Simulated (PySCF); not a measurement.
Molecule: Al(F)(Me)(Vi), SMILES C=[CH][Al]([CH3])[F] (C3H6AlF). Atoms near the plane z = 0.0 Å, at the PBE0/def2-SVP optimised geometry (x, y, z in Å): Al1 (-0.1, -1.1, 0.0), F2 (-0.9, -2.6, 0.0), C3 (1.9, -1.1, 0.0), H4 (2.3, -0.1, -0.1), H5 (2.3, -1.7, -0.8), H6 (2.2, -1.6, 0.9), C7 (-1.2, 0.5, 0.0), C8 (-0.7, 1.7, 0.0), H9 (-2.3, 0.4, 0.0), H10 (-1.3, 2.6, 0.0), H11 (0.4, 1.9, 0.0).

Computed with PBE0/def2-TZVP in PySCF 2.14.0. Cells within 0.4 Å of a nucleus heavier than hydrogen are left out (blank, or x). The values are rescaled to run from 0 to 1.

```
|00000000000000000000000000000|
|00000000000000000000000000000|
|00000000001100000000000000000|
|00000000122221000000000000000|
|00000001234433211000000000000|
|00000002355654332210000000000|
|00000013467765544320000000000|
|00000013568877665431000000000|
|00000013467888887532000000000|
|000001234678xx887542100000000|
|000012345678x8876532211000000|
|00002346678887765433332100000|
|0001245788xx87654344444310000|
|0001246888xx87654456665421000|
|00012457778887655567886431000|
|00001345667777666678886532000|
|00001234456679977788876532000|
|0000001234567xx9778xx76532000|
|00000002345679x8778x876532000|
|00000002356777766677776432000|
|00000002467998755566665421000|
|00000012468xx9754445544320000|
|00000002468xx8753333332210000|
|00000002357887643212211000000|
|00000001245665432100000000000|
|00000000123443321000000000000|
|00000000011222100000000000000|
|00000000000000000000000000000|
|00000000000000000000000000000|
```
Scale: ten equal steps from 0.000 (start of '0') to 1.00 (end of '9'), in the order '0123456789'; x runs from -5.00 to 5.00, y from -5.00 (bottom) to 5.00 (top).

Task: Which quantity is mapped?
A. log10 of the electron density
B. electron localisation function
C. deformation density (molecule minus spherical neutral atoms)
D. Laplacian of the electron density

Result: A, log10 of the electron density. In full: log10 of the electron density (e/bohr³), floored at −4.
